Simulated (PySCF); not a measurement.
## Radial density of B⁺ (boron, charge +1)

TPSSh, [He] 2s1 2p1, high-spin 3P determinant (an excited configuration). Computed with PySCF 2.14 in dyall-av2z, with no relativity, point nucleus.

| r (bohr) | 4πr²ρ (e/bohr) | 4πr²(ρα − ρβ) |
| --- | --- | --- |
| 0.00469 | 0.01874 | 0.0005 |
| 0.00789 | 0.05151 | 0.0015 |
| 0.0133 | 0.1378 | 0.0039 |
| 0.0223 | 0.3566 | 0.0101 |
| 0.0376 | 0.8663 | 0.0243 |
| 0.0632 | 1.904 | 0.0528 |
| 0.106 | 3.525 | 0.0947 |
| 0.179 | 4.943 | 0.1214 |
| 0.301 | 4.419 | 0.0930 |
| 0.506 | 2.014 | 0.1514 |
| 0.851 | 0.9034 | 0.6541 |
| 1.43 | 1.157 | 1.1523 |
| 2.41 | 0.5446 | 0.5446 |
| 4.05 | 0.04653 | 0.0465 |
| 6.81 | 0.0002549 | 0.0003 |
